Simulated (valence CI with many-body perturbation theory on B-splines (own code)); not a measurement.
**E1 transitions of K⁵⁺**

Level of theory: valence CI with perturbative core correlation (CI+MBPT): four valence electrons over a frozen Dirac-Fock core [Ne], a basis of 11 s, 11 p, 9 d, 7 f, 5 g, 2 h, 1 i functions for each j, with the one-electron correlation potential Σ1 (screened to all orders), the two-electron term Σ2, the three-electron term Σ3, Breit, model QED; selected single and double excitations, second order for the rest, scaled by the run's own slope (own B-spline code, finite nucleus).

Against 25 measured levels this calculation errs by 69 cm⁻¹ on average and by 276 at most. These come from a selection out of Sansonetti, J. Phys. Chem. Ref. Data 37, 7 (2008). Levels without a partner in it may be off by more.

Lines 101 to 150 of 215 in falling wavelength, among levels below 50.349 eV, chosen from the strongest by gf and those to the six lowest levels. Wavelengths and rates use the calculated energies, so an error of 70 cm⁻¹ moves a line at 476.2 Å by 0.033 % and its rate by three times that or more. Electric multipoles are in the length gauge, E1 and E2 with the static RPA response of the core. Weak lines are less certain than strong ones. Lines between different terms over intervals too small for the method are left out, as are lines whose strength nearly cancels. The highest levels of a list are the least certain.

Names give the largest LS component (configuration and term), which can be under half, so a name can repeat, a term be missing and a line seem to break the LS rules; names also repeat where a configuration has a term twice. Letters in brackets count levels of one name in rising energy.

```tsv
λ vac (Å)	λ from measured levels	Upper	Lower	A (s⁻¹)	S (a.u.) with core polarisation	S without
483.1		3p4 3P_1	3s.3p3 5S°_2	2.64e+05	4.41e-05	4.58e-05
481.6		3s.3p2.3d 3P_0	3s.3p3 3P°_1	3.16e+09	1.74e-01	1.82e-01
477.9		3s.3p2.3d 3D_3	3s.3p3 1D°_2	9.99e+07	3.77e-02	3.91e-02
476.2	475.9	3s2.3p.3d 3P°_1	3s2.3p2 1S_0	3.23e+06	5.17e-04	5.32e-04
466.7		3s.3p2.3d 1F_3	3s.3p3 1D°_2	5.83e+09	2.05e+00	2.13e+00
466.6		3p4 1D_2	3s.3p3 5S°_2	6.42e+03	1.61e-06	1.67e-06
466.3		3s2.3p.3d 3F°_2	3s2.3p2 3P_2	2.23e+06	5.59e-04	5.77e-04
464.1		3s2.3p.3d 3F°_3	3s2.3p2 3P_2	1.01e+07	3.48e-03	3.59e-03
463.7	464.3	3s.3p3 3S°_1	3s2.3p2 3P_2	1.36e+10	2.01e+00	2.09e+00
462.4		3s2.3p.3d 3F°_2	3s2.3p2 3P_1	4.62e+06	1.13e-03	1.16e-03
461.7	461.4	3s2.3p.3d 3D°_1	3s2.3p2 1S_0	2.31e+06	3.36e-04	3.46e-04
459.9	460.4	3s.3p3 3S°_1	3s2.3p2 3P_1	8.03e+09	1.16e+00	1.20e+00
457.5		3s.3p2.3d 5F_1	3s.3p3 5S°_2	9.38e+03	1.33e-06	1.37e-06
457.5	458.0	3s.3p3 3S°_1	3s2.3p2 3P_0	2.80e+09	3.96e-01	4.13e-01
456.8		3s.3p2.3d 5F_2	3s.3p3 5S°_2	5.77e+04	1.36e-05	1.40e-05
455.7		3s.3p2.3d 5F_3	3s.3p3 5S°_2	1.03e+05	3.36e-05	3.45e-05
452.1	452.7	3s.3p3 1P°_1	3s2.3p2 3P_2	5.65e+08	7.73e-02	8.06e-02
448.5	449.0	3s.3p3 1P°_1	3s2.3p2 3P_1	7.46e+08	9.96e-02	1.04e-01
446.2	446.7	3s.3p3 1P°_1	3s2.3p2 3P_0	1.86e+08	2.44e-02	2.54e-02
445.2		3s.3p2.3d 3D_3	3s.3p3 3P°_2	7.77e+07	2.37e-02	2.50e-02
438.9		3s.3p2.3d 3P_2	3s.3p3 3D°_3	1.13e+10	2.36e+00	2.45e+00
438.6		3s.3p2.3d 3P_2	3s.3p3 3D°_2	2.81e+09	5.85e-01	6.07e-01
438.5		3s.3p2.3d 3P_2	3s.3p3 3D°_1	2.30e+08	4.78e-02	4.96e-02
436.8		3s.3p2.3d 5D_1	3s.3p3 5S°_2	7.86e+06	9.70e-04	9.99e-04
436.5		3s.3p2.3d 5D_2	3s.3p3 5S°_2	1.93e+07	3.95e-03	4.07e-03
435.9		3s.3p2.3d 5D_3	3s.3p3 5S°_2	2.37e+07	6.79e-03	6.99e-03
435.7		3s.3p2.3d 3P_1	3s.3p3 3D°_2	9.76e+09	1.20e+00	1.24e+00
435.6		3s.3p2.3d 3P_1	3s.3p3 3D°_1	4.17e+09	5.10e-01	5.29e-01
435.5		3s.3p2.3d 1F_3	3s.3p3 3P°_2	1.36e+08	3.88e-02	4.03e-02
434.0		3s.3p2.3d 3P_0	3s.3p3 3D°_1	1.37e+10	5.51e-01	5.72e-01
428.6	428.5	3s2.3p.3d 3P°_2	3s2.3p2 1D_2	1.60e+09	3.10e-01	3.22e-01
426.5	426.4	3s2.3p.3d 3P°_1	3s2.3p2 1D_2	6.31e+07	7.25e-03	7.51e-03
422.3		3s2.3p.3d 1D°_2	3s2.3p2 1D_2	2.52e+10	4.68e+00	4.85e+00
417.0		3s.3p2.3d 3F_2 [b]	3s.3p3 3P°_1	1.13e+08	2.02e-02	2.09e-02
415.7		3s.3p2.3d 3F_3 [b]	3s.3p3 3P°_2	2.54e+08	6.30e-02	6.52e-02
414.9	414.8	3s2.3p.3d 3D°_1	3s2.3p2 1D_2	1.41e+07	1.49e-03	1.53e-03
414.1		3s.3p2.3d 3F_2 [a]	3s.3p3 5S°_2	2.50e+04	4.39e-06	4.53e-06
414.1	414.0	3s2.3p.3d 3D°_2	3s2.3p2 1D_2	1.75e+07	3.07e-03	3.15e-03
413.8		3s.3p2.3d 3D_1 [b]	3s.3p3 3P°_2	1.42e+08	1.49e-02	1.53e-02
413.8		3s.3p2.3d 3D_1 [b]	3s.3p3 3P°_1	3.04e+09	3.19e-01	3.29e-01
413.8		3s.3p2.3d 3D_1 [b]	3s.3p3 3P°_0	5.09e+09	5.34e-01	5.52e-01
413.6	413.6	3s2.3p.3d 3D°_3	3s2.3p2 1D_2	8.23e+07	2.01e-02	2.08e-02
413.2		3s.3p2.3d 3D_2 [b]	3s.3p3 3P°_2	1.44e+09	2.51e-01	2.59e-01
413.2		3s.3p2.3d 3D_2 [b]	3s.3p3 3P°_1	7.04e+09	1.22e+00	1.26e+00
413.0		3s.3p2.3d 3F_3 [a]	3s.3p3 5S°_2	1.66e+05	4.05e-05	4.17e-05
405.0		3s.3p2.3d 1G_4	3s.3p3 3D°_3	6.22e+07	1.84e-02	1.89e-02
404.9		3s.3p2.3d 3D_2 [a]	3s.3p3 3D°_3	3.16e+09	5.18e-01	5.36e-01
404.9		3s.3p2.3d 3D_1 [a]	3s.3p3 3D°_2	4.77e+09	4.68e-01	4.84e-01
404.8		3s.3p2.3d 3D_1 [a]	3s.3p3 3D°_1	1.25e+10	1.23e+00	1.27e+00
404.6		3s.3p2.3d 3D_3	3s.3p3 3D°_3	1.56e+10	3.58e+00	3.70e+00
```
